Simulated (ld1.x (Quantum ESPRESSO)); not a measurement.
**Reading a pseudo-wave (Bi (Z = 83))**

Columns: radius, all-electron u(r) and pseudo u(r) of the 6s shell (level -15.80 eV) of bismuth in the configuration [Xe] 4f14 5d10 6s1 6p4; LDA (PZ), scalar-relativistic, TM semilocal scheme, ld1.x (Quantum ESPRESSO) 7.5.

```json
{"r (bohr)": "0.081", "all-electron": "0.0431", "pseudo": "-0.0573"}
{"r (bohr)": "0.162", "all-electron": "0.1174", "pseudo": "-0.1106"}
{"r (bohr)": "0.243", "all-electron": "-0.1980", "pseudo": "-0.1563"}
{"r (bohr)": "0.324", "all-electron": "-0.2519", "pseudo": "-0.1917"}
{"r (bohr)": "0.405", "all-electron": "-0.0674", "pseudo": "-0.2155"}
{"r (bohr)": "0.486", "all-electron": "0.1674", "pseudo": "-0.2284"}
{"r (bohr)": "0.567", "all-electron": "0.3374", "pseudo": "-0.2330"}
{"r (bohr)": "0.648", "all-electron": "0.4071", "pseudo": "-0.2332"}
{"r (bohr)": "0.729", "all-electron": "0.3853", "pseudo": "-0.2332"}
{"r (bohr)": "0.810", "all-electron": "0.2965", "pseudo": "-0.2373"}
{"r (bohr)": "0.891", "all-electron": "0.1674", "pseudo": "-0.2491"}
{"r (bohr)": "0.972", "all-electron": "0.0200", "pseudo": "-0.2722"}
{"r (bohr)": "1.053", "all-electron": "-0.1295", "pseudo": "-0.3098"}
{"r (bohr)": "1.134", "all-electron": "-0.2706", "pseudo": "-0.3640"}
{"r (bohr)": "1.215", "all-electron": "-0.3970", "pseudo": "-0.4342"}
{"r (bohr)": "1.296", "all-electron": "-0.5054", "pseudo": "-0.5151"}
{"r (bohr)": "1.377", "all-electron": "-0.5951", "pseudo": "-0.5961"}
{"r (bohr)": "1.458", "all-electron": "-0.6662", "pseudo": "-0.6662"}
{"r (bohr)": "1.539", "all-electron": "-0.7203", "pseudo": "-0.7203"}
{"r (bohr)": "1.620", "all-electron": "-0.7588", "pseudo": "-0.7588"}
{"r (bohr)": "1.701", "all-electron": "-0.7837", "pseudo": "-0.7837"}
{"r (bohr)": "1.782", "all-electron": "-0.7968", "pseudo": "-0.7968"}
{"r (bohr)": "1.863", "all-electron": "-0.8001", "pseudo": "-0.8001"}
{"r (bohr)": "1.944", "all-electron": "-0.7951", "pseudo": "-0.7951"}
{"r (bohr)": "2.025", "all-electron": "-0.7834", "pseudo": "-0.7834"}
{"r (bohr)": "2.106", "all-electron": "-0.7662", "pseudo": "-0.7662"}
```

Question: How many radial nodes do the two functions have?

Answer: The all-electron 6s function has n − l − 1 = 5 (the table is too coarse to show those close to the nucleus); the pseudo-wave has 0, since the states of the same l below it are removed with the core.

Question: At about which radius was the pseudo-wave matched?

Answer: 1.50 bohr, where the columns begin to agree (steps of 0.08 bohr).

Question: Where does each function peak?

Answer: Outermost all-electron maximum near 1.86 bohr, pseudo maximum near 1.86 bohr (to the table’s step).

Question: Is the pseudo-wave norm-conserving?

Answer: Yes: the TM semilocal scheme keeps the norm inside the radius equal to the all-electron one, which fixes the energy derivative of the logarithmic derivative at the level.
